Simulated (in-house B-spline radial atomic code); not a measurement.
Values are calculated unless marked as measured or tabulated.
# Stopping and range of 1 keV Sb in InAs

The pair potential comes from two frozen, spherical free-atom densities (PBE, B-spline radial code, scalar-relativistic past argon): electrostatics plus the change in Thomas-Fermi kinetic and Dirac exchange energy where they overlap, the recipe behind the universal ZBL potential, which averages such potentials (from solid-state densities) over many pairs. It is written V = (Z1 Z2 e²/r) φ(r/a), with e² = 14.3996 eV·Å and a = 0.46850 Å/(Z1^0.23 + Z2^0.23); ZBL's fit is φ = 0.18175 e^(−3.1998x) + 0.50986 e^(−0.94229x) + 0.28022 e^(−0.4029x) + 0.02817 e^(−0.20162x). Where φ falls below 4e-4 it is continued as an exponential.

The target is taken as amorphous, with density 5.68 g/cm³ (NSM archive of the Ioffe Institute); channelling is ignored. Masses: Sb 121.76, In 114.82, As 74.92 u. Nuclear stopping is S_n = 4π a Z1 Z2 e² M1/(M1 + M2) × s_n(ε), with s_n integrated over impact parameters for each pair. Electronic stopping is Lindhard and Scharff's S_e = Z1^(1/6) 8π e² a0 Z1 Z2/(Z1^(2/3) + Z2^(2/3))^(3/2) × v/v0, with a0 = 0.529177 Å and v = v0 at 24.801 keV/u; it misses the oscillations with Z1 seen in experiment, which reach tens of per cent. Compounds add by atom fraction.

```tsv
target atom	a (Å)	ε at this energy	s_n, this pair	s_n, ZBL potential
In	0.09526	0.001285	0.0648	0.06348
As	0.09957	0.001565	0.0705	0.07035
```

Task: What are the atom density and the stopping powers at entry?

Result: N = 5.68 × 0.602214/94.87 = 0.03606 atoms/Å³. For In: S_n = 22170 × 0.0648 = 1437 eV·Å², S_e = 3.7504 × √1000 = 118.6 eV·Å². For As: S_n = 18770 × 0.0705 = 1324 eV·Å², S_e = 3.0301 × √1000 = 95.82 eV·Å². Averaged over the target's atoms (half each) and times N × 10 Å/nm, the ion loses N S_n = 498 eV/nm to recoils and N S_e = 38.7 eV/nm to electrons; the nuclear share is 93 %.

Along the track:

```json
{"E (keV)": "0.05", "N S_n (eV/nm)": "88.4", "N S_e (eV/nm)": "8.64"}
{"E (keV)": "0.15", "N S_n (eV/nm)": "173", "N S_e (eV/nm)": "15"}
{"E (keV)": "0.3", "N S_n (eV/nm)": "259", "N S_e (eV/nm)": "21.2"}
{"E (keV)": "0.5", "N S_n (eV/nm)": "344", "N S_e (eV/nm)": "27.3"}
{"E (keV)": "0.75", "N S_n (eV/nm)": "428", "N S_e (eV/nm)": "33.5"}
{"E (keV)": "1", "N S_n (eV/nm)": "498", "N S_e (eV/nm)": "38.7"}
```

Task: Estimate the path length and the projected range.

Result: With continuous slowing down the path is the integral of dE/(N (S_n + S_e)). Trapezoids over the table give 3.18 nm, and the stretch below the first row, with stopping taken as √E, adds 2E/(N S) = 1 nm: 4.22 nm in all, against 3.85 nm on a fine grid from 5 eV, a cut that itself drops some per cent of so short a path. Deflections shorten the depth: to first order in the energy passed on, N (S_n + S_e) dR_p/dE = 1 − N S_n (M2/M1) R_p/(2E), summed over the target's atoms, and integrating this on the fine grid gives R_p = 2.28 nm, 0.59 of the path. Lindhard's rule of thumb R/(1 + M2/3M1), with mean M2/M1 = 0.78, gives 3.06 nm. On the ZBL potential the same equation gives 2.32 nm, and the full integral equation, which keeps hard collisions, 2.29 nm.
